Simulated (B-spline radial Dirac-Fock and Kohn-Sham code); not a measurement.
Z = 16 (sulfur), transition energy 722 keV. The computed values come from a radial atomic solver: a Dirac-Hartree-Slater potential of the neutral atom with a Latter tail (no hole, which puts coefficients of high multipoles low close above an edge), finite nucleus with surface currents. Subshells that would emit electrons below 1 keV are left out.

Task: A pure transition shows α(K) = 0.000268, L1/L2 = 130 and L1/L3 = 154. What is its multipolarity?
A. E1
B. E4
C. E3
D. E2
E. M4
F. M2
G. M1
H. M3

Result: C. For comparison, α(K), L1/L2, L1/L3 are E1 3.86e-05, 562, 229; E2 0.000107, 266, 204; E4 0.000651, 73.4, 111; M1 5.92e-05, 374, 422; M2 0.000150, 210, 431; M3 0.000365, 134, 266; M4 0.000877, 92.4, 147.
